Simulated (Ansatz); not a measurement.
Mulliken charges of `[F][Zr]([F])([Cl])[SeH]` from ωB97M-V/def2-TZVPP in Ansatz (PBE0-D4/def2-TZVP geometry).

| atom | x (Å) | y (Å) | z (Å) | charge (e) |
| --- | --- | --- | --- | --- |
| F1 | -0.503 | -1.059 | 1.601 | -0.352 |
| Zr2 | 0.319 | -0.503 | -0.002 | 1.099 |
| F3 | 2.161 | -0.889 | -0.039 | -0.350 |
| Cl4 | -0.756 | -1.550 | -1.792 | -0.253 |
| Se5 | 0.086 | 2.045 | -0.193 | -0.234 |
| H6 | -1.264 | 1.892 | 0.379 | 0.090 |

**Question.** By hand: the dipole of these point charges (1 e Å = 4.8032 D).

**Answer.** Σ q r = (-0.171, 0.215, -0.019) e Å, of length 0.275 e Å = 1.32 D.

**Question.** How does the dipole of the full density compare? (Best estimate.)

**Answer.** Ansatz gave: (-0.055, 0.043, 0.078) e Å, 0.50 D; the point charges give 2.64 times that, at 53° from its direction.

Point charges leave out the atoms' own dipoles, such as those of lone pairs, and Mulliken's split depends on the basis, so the two needn't agree.
